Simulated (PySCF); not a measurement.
PySCF input file for Si(Cl)2(Br)(vinyl) (C2H3BrCl2Si), SMILES C=C[Si](Cl)(Cl)Br, TDDFT-B3LYP/def2-SVPD. Geometry optimised at B3LYP-D3(BJ)/def2-SVP. Other conformers were not sampled.

```python
import numpy as np
from pyscf import gto, scf, dft, tdscf

mol = gto.M(
    atom='''
    C    -2.81533695    0.46109430   -0.00000002
    C    -1.99401378   -0.59570764   -0.00000002
    Si   -0.14825993   -0.49363604    0.00000000
    Cl    0.60972308   -1.44965890   -1.66590088
    Cl    0.60972305   -1.44965890    1.66590089
    Br    0.54160140    1.62248992    0.00000000
    H    -2.43469356    1.48752227   -0.00000002
    H    -3.90391979    0.34149544   -0.00000004
    H    -2.41627651   -1.60917769   -0.00000003
    ''',
    basis='def2-SVPD',
    charge=0,
    spin=0,
    symmetry=True,
    max_memory=1600,
    verbose=4,
)
mf = dft.RKS(mol, xc='b3lyp').density_fit(auxbasis='def2-universal-jkfit')
mf.grids.level = 3
mf.conv_tol = 1e-9
mf.max_cycle = 100
mf.kernel()
mf.grids = dft.Grids(mol).set(level=1).build(with_non0tab=True)  # coarser grid for the response kernel
td = tdscf.TDDFT(mf)
td.singlet = True
td.nstates = 10
td.conv_tol = 1e-4
td.kernel(x0=td.get_init_guess(mf, 15))
td.analyze()
tt = tdscf.TDA(mf)
tt.singlet = False
tt.nstates = 4
tt.conv_tol = 1e-4
tt.kernel(x0=tt.get_init_guess(mf, 9))
tt.analyze(verbose=3)
```

Output:

```
PySCF version 2.14.0

[INPUT] verbose = 4
[INPUT] num. atoms = 9
[INPUT] num. electrons = 98
[INPUT] charge = 0
[INPUT] spin (= nelec alpha-beta = 2S) = 0
[INPUT] symmetry True subgroup None
[INPUT] Mole.unit = angstrom
[INPUT] Symbol           X                Y                Z      unit          X                Y                Z       unit  Magmom
[INPUT]  1 C     -2.815336950000   0.461094300000  -0.000000020000 AA   -5.320215783868   0.871341944598  -0.000000037795 Bohr   0.0
[INPUT]  2 C     -1.994013780000  -0.595707640000  -0.000000020000 AA   -3.768139932809  -1.125724289911  -0.000000037795 Bohr   0.0
[INPUT]  3 Si    -0.148259930000  -0.493636040000   0.000000000000 AA   -0.280170662947  -0.932836920815   0.000000000000 Bohr   0.0
[INPUT]  4 Cl     0.609723080000  -1.449658900000  -1.665900880000 AA    1.152209633026  -2.739458295038  -3.148096413872 Bohr   0.0
[INPUT]  5 Cl     0.609723050000  -1.449658900000   1.665900890000 AA    1.152209576334  -2.739458295038   3.148096432769 Bohr   0.0
[INPUT]  6 Br     0.541601400000   1.622489920000   0.000000000000 AA    1.023478314681   3.066061588667   0.000000000000 Bohr   0.0
[INPUT]  7 H     -2.434693560000   1.487522270000  -0.000000020000 AA   -4.600904025642   2.811009694491  -0.000000037795 Bohr   0.0
[INPUT]  8 H     -3.903919790000   0.341495440000  -0.000000040000 AA   -7.377339215370   0.645332854388  -0.000000075589 Bohr   0.0
[INPUT]  9 H     -2.416276510000  -1.609177690000  -0.000000030000 AA   -4.566100845120  -3.040905119860  -0.000000056692 Bohr   0.0

nuclear repulsion = 690.050556808246
point group symmetry = Cs
symmetry origin: [-9.64145906e-10  3.85658498e-10 -3.08526710e-09]
symmetry axis x: [1.00000000e+00 2.95125852e-09 3.97793572e-09]
symmetry axis y: [ 2.95125851e-09 -1.00000000e+00  2.78419412e-09]
symmetry axis z: [-3.97793573e-09  2.78419400e-09  1.00000000e+00]
num. orbitals of irrep A' = 118
num. orbitals of irrep A" = 65
number of shells = 75
number of NR pGTOs = 305
number of NR cGTOs = 183
basis = def2-SVPD
ecp = {}


[settings echo left out]
init E= -3860.96937481026
HOMO (A") = -0.329130137792525  LUMO (A") = -0.107199370003399  gap/eV = 6.03904
cycle= 1 E= -3861.4896032781  delta_E= -0.52  |g|= 0.449  |ddm|= 4.31
HOMO (A") = -0.278522776862614  LUMO (A') = -0.0583662605205908  gap/eV = 5.99076
cycle= 2 E= -3861.45161616955  delta_E= 0.038  |g|= 0.576  |ddm|=  1.7
HOMO (A") = -0.302351243595773  LUMO (A") = -0.0538069070111007  gap/eV = 6.76324
cycle= 3 E= -3861.54314829772  delta_E= -0.0915  |g|= 0.0861  |ddm|= 0.995
HOMO (A") = -0.309313808081308  LUMO (A") = -0.0604230485191288  gap/eV = 6.77266
cycle= 4 E= -3861.5447813893  delta_E= -0.00163  |g|= 0.0371  |ddm|= 0.149
HOMO (A") = -0.308268502540722  LUMO (A") = -0.0585753151058839  gap/eV = 6.79450
cycle= 5 E= -3861.54512900592  delta_E= -0.000348  |g|= 0.012  |ddm|= 0.0521
HOMO (A") = -0.307617048674345  LUMO (A") = -0.0578091459202748  gap/eV = 6.79762
cycle= 6 E= -3861.54516571208  delta_E= -3.67e-05  |g|= 0.003  |ddm|= 0.0194
HOMO (A") = -0.307888292864303  LUMO (A") = -0.058214237624306  gap/eV = 6.79398
cycle= 7 E= -3861.54516822692  delta_E= -2.51e-06  |g|= 0.000644  |ddm|= 0.00487
HOMO (A") = -0.307871719400993  LUMO (A") = -0.0581568301789033  gap/eV = 6.79509
cycle= 8 E= -3861.54516833133  delta_E= -1.04e-07  |g|= 0.000137  |ddm|= 0.00114
HOMO (A") = -0.307874035529101  LUMO (A") = -0.0581639544609844  gap/eV = 6.79496
cycle= 9 E= -3861.54516833525  delta_E= -3.92e-09  |g|= 2.07e-05  |ddm|= 0.000266
HOMO (A") = -0.30787161425094  LUMO (A") = -0.0581620773107629  gap/eV = 6.79494
cycle= 10 E= -3861.54516833536  delta_E= -1.19e-10  |g|= 1.08e-05  |ddm|= 5.94e-05
HOMO (A") = -0.307873266206427  LUMO (A") = -0.058163080127779  gap/eV = 6.79496
Extra cycle  E= -3861.54516833537  delta_E= -2.73e-12  |g|= 1.26e-05  |ddm|= 4.06e-05
converged SCF energy = -3861.54516833537
tot grids = 44152


******** <class 'pyscf.tdscf.rks.TDDFT'> for <class 'pyscf.df.df_jk.DFSymAdaptedRKS'> ********
nstates = 10 singlet
deg_eia_thresh = 1.000e-03
wfnsym = None
conv_tol = 0.0001
eigh lindep = 1e-12
eigh level_shift = 0
eigh max_cycle = 100


Excitation energies (eV)
[6.11764712 6.2200415  6.34342907 6.46781837 6.57830267 6.59555366
 6.66205155 7.06125244 7.18159821 7.20716919]

** Singlet excitation energies and oscillator strengths **
Excited State   1:   A'      6.11765 eV    202.67 nm  f=0.0113
      48 -> 50       -0.51365
      49 -> 50        0.48043
Excited State   2:   A"      6.22004 eV    199.33 nm  f=0.0005
      46 -> 50       -0.15417
      47 -> 50       -0.68062
Excited State   3:   A"      6.34343 eV    195.45 nm  f=0.0024
      46 -> 50        0.33072
      47 -> 50       -0.16543
      48 -> 51        0.19194
      49 -> 51       -0.56318
Excited State   4:   A"      6.46782 eV    191.69 nm  f=0.0089
      42 -> 50        0.10087
      46 -> 50       -0.56826
      48 -> 51        0.26082
      49 -> 51       -0.28278
Excited State   5:   A'      6.57830 eV    188.47 nm  f=0.0139
      45 -> 50        0.18933
      47 -> 51       -0.59739
      48 -> 50       -0.19076
      49 -> 50       -0.23602
Excited State   6:   A"      6.59555 eV    187.98 nm  f=0.0010
      46 -> 50       -0.13671
      48 -> 51       -0.62165
      49 -> 51       -0.29639
Excited State   7:  ???      6.66205 eV    186.11 nm  f=0.1964
      45 -> 50       -0.33980
      47 -> 51       -0.35375
      48 -> 50        0.35983
      49 -> 50        0.33278
Excited State   8:  ???      7.06125 eV    175.58 nm  f=0.1367
      44 -> 50       -0.30018
      45 -> 50        0.51147
      46 -> 51       -0.24537
      48 -> 50        0.17348
      49 -> 50        0.21348
Excited State   9:  ???      7.18160 eV    172.64 nm  f=0.0398
      44 -> 50        0.12882
      45 -> 50       -0.14328
      46 -> 51       -0.64023
      48 -> 50       -0.10246
Excited State  10:   A"      7.20717 eV    172.03 nm  f=0.0023
      43 -> 50        0.60791
      45 -> 51       -0.32623

** Transition electric dipole moments (AU) **
state          X           Y           Z        Dip. S.      Osc.
  1        -0.2416     -0.1297      0.0000      0.0752      0.0113
  2        -0.0000     -0.0000      0.0575      0.0033      0.0005
  3         0.0000      0.0000      0.1248      0.0156      0.0024
  4         0.0000     -0.0000      0.2367      0.0560      0.0089
  5         0.2877      0.0572     -0.0000      0.0860      0.0139
  6        -0.0000     -0.0000     -0.0781      0.0061      0.0010
  7        -0.9532      0.5430     -0.0000      1.2035      0.1964
  8        -0.8566      0.2373     -0.0000      0.7901      0.1367
  9        -0.1090     -0.4631      0.0000      0.2264      0.0398
 10         0.0000     -0.0000     -0.1139      0.0130      0.0023

** Transition velocity dipole moments (imaginary part, AU) **
state          X           Y           Z        Dip. S.      Osc.
  1        -0.0539     -0.0295      0.0000      0.0038      0.0112
  2         0.0000     -0.0000      0.0139      0.0002      0.0006
  3         0.0000      0.0000      0.0273      0.0007      0.0021
  4         0.0000     -0.0000      0.0578      0.0033      0.0094
  5         0.0671      0.0150     -0.0000      0.0047      0.0130
  6        -0.0000     -0.0000     -0.0213      0.0005      0.0012
  7        -0.2317      0.1310      0.0000      0.0709      0.1930
  8        -0.2228      0.0633      0.0000      0.0537      0.1379
  9        -0.0301     -0.1233     -0.0000      0.0161      0.0407
 10        -0.0000     -0.0000     -0.0286      0.0008      0.0021

** Transition magnetic dipole moments (imaginary part, AU) **
state          X           Y           Z
  1        -0.0000      0.0000      0.1073
  2        -0.0290      0.0552     -0.0000
  3         0.2642     -0.1496      0.0000
  4         0.0524      0.2184     -0.0000
  5        -0.0000      0.0000     -0.5094
  6        -0.1537      0.0128     -0.0000
  7         0.0000     -0.0000      0.7158
  8         0.0000     -0.0000      0.7916
  9        -0.0000      0.0000     -0.0711
 10        -0.3812      0.0043      0.0000


******** <class 'pyscf.tdscf.rks.TDA'> for <class 'pyscf.df.df_jk.DFSymAdaptedRKS'> ********
nstates = 4 triplet
deg_eia_thresh = 1.000e-03
wfnsym = None
conv_tol = 0.0001
eigh lindep = 1e-12
eigh level_shift = 0
eigh max_cycle = 100


Excitation energies (eV)
[4.19963093 5.9519514  5.99032551 6.05108072]

** Triplet excitation energies and oscillator strengths **
Excited State   1:   A'      4.19963 eV    295.23 nm  f=0.0000
Excited State   2:   A"      5.95195 eV    208.31 nm  f=0.0000
Excited State   3:   A"      5.99033 eV    206.97 nm  f=0.0000
Excited State   4:   A'      6.05108 eV    204.90 nm  f=0.0000
```

The run converged.

Cost: very roughly 12 core-minutes.
